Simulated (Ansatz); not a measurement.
Relaxation of CH7ClSn (10 atoms, charge 0, multiplicity 1), to a largest force component of 0.03 eV/Å in at most 50 steps.

All numbers below come from Ansatz 0.2.0, RKS r2SCAN/def2-SVP.

```xyz
10
Properties=species:S:1:pos:R:3:forces:R:3
Sn -0.434 0.247 -0.429 -0.04 0.08 -0.08
Cl -0.486 -1.002 2.963 -0.50 0.71 -0.37
H 1.180 0.399 0.114 -0.01 0.00 0.00
H -0.647 1.175 -1.859 0.00 0.00 0.00
C -1.007 -1.799 -0.760 -0.01 -0.01 -0.02
H -1.002 -2.339 0.196 0.01 0.00 0.00
H -2.014 -1.837 -1.199 0.00 0.00 0.01
H -0.299 -2.275 -1.455 0.01 0.00 0.02
H -1.481 0.944 0.771 0.05 -0.02 -0.04
H -1.121 -0.019 2.320 0.50 -0.77 0.48
```

Q: Where does it end, and by what steps?

A: The forces met the threshold. After 8 steps the energy has fallen by 0.041 eV; Cl2 moved furthest, 0.25 Å.

| step | energy less start (eV) | largest force component (eV/Å) | accepted |
| --- | --- | --- | --- |
| 0 | 0.0000 | 0.770 | yes |
| 1 | -0.0155 | 0.673 | yes |
| 2 | 0.0784 | 1.492 | no |
| 3 | -0.0264 | 0.241 | yes |
| 4 | -0.0190 | 0.223 | no |
| 5 | -0.0367 | 0.101 | yes |
| 6 | -0.0388 | 0.039 | yes |
| 7 | -0.0405 | 0.039 | yes |
| 8 | -0.0408 | 0.026 | yes |

```xyz
10
Properties=species:S:1:pos:R:3
Sn -0.413 0.292 -0.512
Cl -0.656 -1.121 3.095
H 1.233 0.440 -0.064
H -0.708 1.187 -1.944
C -0.986 -1.770 -0.739
H -0.941 -2.261 0.244
H -2.011 -1.836 -1.133
H -0.300 -2.278 -1.431
H -1.367 0.996 0.747
H -1.162 -0.153 2.401
```

Whether the end is a true minimum wasn't checked by a vibrational analysis.

Run time: 29 s on 2 threads of Arm Neoverse V1, on a shared host, peak memory 0.15 GiB.
